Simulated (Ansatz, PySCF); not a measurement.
Complex: H2O (SMILES O) (first 3 atoms) with CHN (SMILES C#N); geometry from B3LYP-D3(BJ)/def2-TZVP, rigid monomers moved along the line of their centres of mass till O1···H6 is 2.81 Å.
(charge 0, multiplicity 1):
```json
[
 {"atom": "O", "x (Å)": "-0.0834", "y (Å)": "-0.0777", "z (Å)": "-0.1033"},
 {"atom": "H", "x (Å)": "0.7091", "y (Å)": "-0.2325", "z (Å)": "-0.6277"},
 {"atom": "H", "x (Å)": "-0.8282", "y (Å)": "-0.2309", "z (Å)": "-0.6938"},
 {"atom": "C", "x (Å)": "-0.2525", "y (Å)": "-0.3068", "z (Å)": "3.7758"},
 {"atom": "N", "x (Å)": "-0.3014", "y (Å)": "-0.3936", "z (Å)": "4.9185"},
 {"atom": "H", "x (Å)": "-0.2064", "y (Å)": "-0.2286", "z (Å)": "2.7024"}
]
```

Interaction energies are E(AB) − E(A) − E(B) at the monomers' geometry in the complex; basis-set methods are counterpoise corrected.

Correlated levels freeze the cores. CBS: X⁻³ extrapolation of the correlation energy, Hartree–Fock from the larger set.

Codes used: Ansatz (a quantum-chemistry and plane-wave program) with Gaussian orbitals; PySCF for the dispersion terms. Each number belongs to the level named beside it.

PBE/def2-TZVPPD gives -12.8 kJ/mol for the interaction energy.

### Question
Predict the shift from PBE, with its sign, for: PBE-D3(BJ)/def2-TZVPPD, r2SCAN/def2-TZVPPD, PBE0/def2-TZVPPD, wB97M-V/def2-TZVPPD, MP2/CBS(aug-cc-pVDZ, aug-cc-pVTZ), CCSD(T)/CBS(aug-cc-pVDZ, aug-cc-pVTZ).

### Answer
PBE-D3(BJ)/def2-TZVPPD -0.9; r2SCAN/def2-TZVPPD 0.1; PBE0/def2-TZVPPD -0.5; wB97M-V/def2-TZVPPD -0.8; MP2/CBS(aug-cc-pVDZ, aug-cc-pVTZ) -0.6; CCSD(T)/CBS(aug-cc-pVDZ, aug-cc-pVTZ) -0.7 kJ/mol. 1 of 6 lie above PBE; the widest gap is to PBE-D3(BJ)/def2-TZVPPD.
